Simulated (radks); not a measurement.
Species: Pt43+. Configuration: [Ar] 3d10 4s2 4p5 (the NIST ground configuration). Calculated with a radial shooting solver on a logarithmic mesh with Libxc functionals: scalar-relativistic Kohn-Sham, r2SCAN, spin-unpolarised, spherical densities, finite nucleus; meta-GGA in the generalised Kohn-Sham scheme; Fermi nuclear charge, rms radius 5.427 fm.

Normalised radial functions P(r) = r R(r), r in bohr:

r,2p,3s,3d
0.0006419,0.0105,0.2594,0.0000
0.000816,0.0155,0.3113,0.0000
0.001037,0.0231,0.3718,0.0001
0.001319,0.0344,0.4416,0.0001
0.001676,0.0511,0.5205,0.0002
0.002131,0.0760,0.6077,0.0004
0.002688,0.1113,0.6975,0.0007
0.003417,0.1647,0.7914,0.0013
0.004343,0.2428,0.8784,0.0025
0.005521,0.3558,0.9458,0.0048
0.007019,0.5166,0.9759,0.0090
0.008923,0.7410,0.9447,0.0170
0.01134,1.0451,0.8242,0.0318
0.01442,1.4415,0.5869,0.0587
0.01833,1.9314,0.2161,0.1063
0.0233,2.4926,-0.2775,0.1883
0.02939,3.0475,-0.8152,0.3184
0.03736,3.5339,-1.3099,0.5282
0.0475,3.7940,-1.5532,0.8361
0.06038,3.6953,-1.3398,1.2478
0.07676,3.1841,-0.5616,1.7314
0.09758,2.3525,0.6550,2.1963
0.124,1.4360,1.8932,2.4959
0.1577,0.6904,2.6063,2.4753
0.2005,0.2458,2.4810,2.0745
0.2548,0.0600,1.7083,1.4120
0.324,0.0091,0.8330,0.7422
0.4086,0.0008,0.2862,0.2948
0.5194,0.0000,0.0590,0.0761
0.6603,0.0000,0.0067,0.0118
0.8394,0.0000,0.0004,0.0009
1.067,0.0000,0.0000,0.0000

2p: eigenvalue -14049.0 eV, 0 radial nodes, <r> = 0.0652 bohr, 90 % of the charge inside 0.106 bohr. 3s: eigenvalue -5250.4 eV, 2 radial nodes at r = 0.0205, 0.0863 bohr, <r> = 0.184 bohr, 90 % of the charge inside 0.270 bohr. 3d: eigenvalue -4137.8 eV, 0 radial nodes, <r> = 0.167 bohr, 90 % of the charge inside 0.257 bohr.
